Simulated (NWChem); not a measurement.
Everything below was run with NWChem. System: Se, charge 0, spin multiplicity 3. Its SCF solution wasn't tested for a lower state. Level: UMP2/def2-TZVP, 9 core orbitals frozen.

Part of the output:

```
             Northwest Computational Chemistry Package (NWChem) 7.3.0
             --------------------------------------------------------

                                NWChem Input Module
                                -------------------

 Scaling coordinates for geometry "geometry" by  1.889725989
 (inverse scale =  0.529177249)

                             Geometry "geometry" -> ""
                             -------------------------

 Output coordinates in angstroms (scale by  1.889725989 to convert to a.u.)

  No.       Tag          Charge          X              Y              Z
 ---- ---------------- ---------- -------------- -------------- --------------
    1 Se                  34.0000     0.00000000     0.00000000     0.00000000

 Effective nuclear repulsion energy (a.u.)       0.0000000000

            Nuclear Dipole moment (a.u.)
            ----------------------------
        X                 Y               Z
 ---------------- ---------------- ----------------
     0.0000000000     0.0000000000     0.0000000000

      Symmetry information
      --------------------

 Group name             D2h
 Group number             26
 Group order               8
 No. of unique centers     1

      Symmetry unique atoms

     1


 Summary of "ao basis" -> "" (spherical)
 ------------------------------------------------------------------------------
       Tag                 Description            Shells   Functions and Types
 ---------------- ------------------------------  ------  ---------------------
 *                         def2-tzvp                  on all atoms

 Summary of "ao basis" -> "ao basis" (spherical)
 ------------------------------------------------------------------------------
       Tag                 Description            Shells   Functions and Types
 ---------------- ------------------------------  ------  ---------------------
 Se                        def2-tzvp                16       48   6s5p4d1f

                                 NWChem SCF Module
                                 -----------------

  ao basis        = "ao basis"
  functions       =    48
  atoms           =     1
  alpha electrons =    18
  beta  electrons =    16
  charge          =   0.00
  wavefunction    = UHF
  use symmetry    = T
  symmetry adapt  = T

 Summary of "ao basis" -> "ao basis" (spherical)
 ------------------------------------------------------------------------------
       Tag                 Description            Shells   Functions and Types
[...]
     2   0 2 0    -15.461749     -8.645274     -6.816475      0.000000
     2   0 1 1      0.000000     -0.000000      0.000000      0.000000
     2   0 0 2    -12.790065     -8.846624     -3.943441      0.000000

                   NWChem MP2 Semi-direct Energy/Gradient Module
                   ---------------------------------------------

  Basis functions       =     48
  Molecular orbitals    =     48
  Frozen core           =      9
  Frozen virtuals       =      0
  Active alpha occupied =      9
  Active beta occupied  =      7
  Active alpha virtual  =     30
  Active beta virtual   =     32
  Use MO symmetry       = T
  Use skeleton AO sym   = T

  AO/Fock/Back tols     =   1.0D-09  1.0D-09  1.0D-09

 GA uses MA = F    GA memory limited = T

 Available:
  local mem=  1.26D+08
 global mem=  1.44D+08
 local disk=  0.00D+00
  mp2_memr nvloc                    30
  nvloc new                    30
   1 passes of   9:        3145728                      18194                   1083573.
   1 passes of   9: M    126152323           G      144174592           F     123006595.

 Semi-direct pass number   1 of   1  for UHF alpha       at        0.8s
  vrange nnbf                  1176
  mp2_eaftype                    10  avail_ma_in_mb                  1099
 EAF : mp2_eaftype filesize          10     541787.
  mp2_eaf for mointskh                     10
Node 0 wrote      2.5 Mb in      0.0 s     Agg I/O rate:  1390.9 Mb/s
 Done moints_semi at        2.2s
  mp2_eaftype                    10  avail_ma_in_mb                  1089
 EAF : mp2_eaftype filesize          10     541787.
  mp2_eaf for kh                    10
 Done maket at        2.2s
 Done multipass loop at        2.2s

 GA uses MA = F    GA memory limited = T

 Available:
  local mem=  1.26D+08
 global mem=  1.44D+08
 local disk=  0.00D+00
  mp2_memr nvloc                    32
  nvloc new                    32
   1 passes of   7:        3145728                      15895                    899647.
   1 passes of   7: M    126152323           G      144174592           F     123006595.

 Semi-direct pass number   1 of   1  for UHF beta        at        2.2s
  vrange nnbf                  1176
  mp2_eaftype                    10  avail_ma_in_mb                  1099
 EAF : mp2_eaftype filesize          10     449823.
  mp2_eaf for mointskh                     10
Node 0 wrote      2.1 Mb in      0.0 s     Agg I/O rate:  1482.6 Mb/s
 Done moints_semi at        3.1s
  mp2_eaftype                    10  avail_ma_in_mb                  1089
 EAF : mp2_eaftype filesize          10     449823.
  mp2_eaf for kh                    10
 Done maket at        3.1s
 Done multipass loop at        3.1s

          -------------------------------------------
          SCF energy               -2399.827191074632
          Correlation energy          -0.213419411796
          Singlet pairs                0.000000000000
          Triplet pairs                0.000000000000
          Total MP2 energy         -2400.040610486428
          -------------------------------------------

          ---------------------------------------------------
                    Spin Component Scaled (SCS) MP2
          Same spin pairs                     -0.066526081916
          Same spin scaling factor             0.333333333333
          Opposite spin pairs                 -0.146893329880
          Opposite spin scaling fact.          1.200000000000
          SCS-MP2 correlation energy          -0.198447356495
          Total SCS-MP2 energy             -2400.025638431126
          ---------------------------------------------------

 -----------------------
 Performance information
 -----------------------

 Timer overhead =  9.64D-08 seconds/call

               Nr. of calls         CPU time (s)                 Wall time (s)                GFlops
             ---------------    -------------------     ------------------------------   -------------------
Name         Min   Avg   Max    Min     Avg     Max     Min     Avg     Max   Mx/calls   Min     Max     Sum
mp2: moin     2     2     2    2.3     2.3     2.3      2.3     2.3     2.3     1.1      0.0     0.0     0.0
mp2: make     2     2     2   2.49E-2 2.49E-2 2.49E-2  2.49E-2 2.49E-2 2.49E-2 1.25E-2   0.0     0.0     0.0
mp2: tota     1     1     1    2.4     2.4     2.4      2.4     2.4     2.4     2.4      0.0     0.0     0.0

 The average no. of pstat calls per process was 5.00D+00
 with a timing overhead of 4.82D-07s

 Task  times  cpu:        3.1s     wall:        3.1s

 Total times  cpu:        3.1s     wall:        3.1s
```

### Question
Write an NWChem input that would produce this output.

### Answer
Several could match; the one computed here: 
```
start mol
memory heap 200 mb stack 900 mb global 1100 mb
geometry units angstroms nocenter noautoz
  Se     0.000000     0.000000     0.000000
  symmetry group D2h
end
basis spherical
  * library def2-tzvp
end
scf
  uhf
  nopen 2
  maxiter 100
  thresh 1e-7
  semidirect memsize 60000000 filesize 0
  # guess.movecs holds the orbitals of an unrestricted PBE0 run
  vectors input guess.movecs output mol.movecs
end
mp2
  freeze core 9
end
task mp2 energy
```
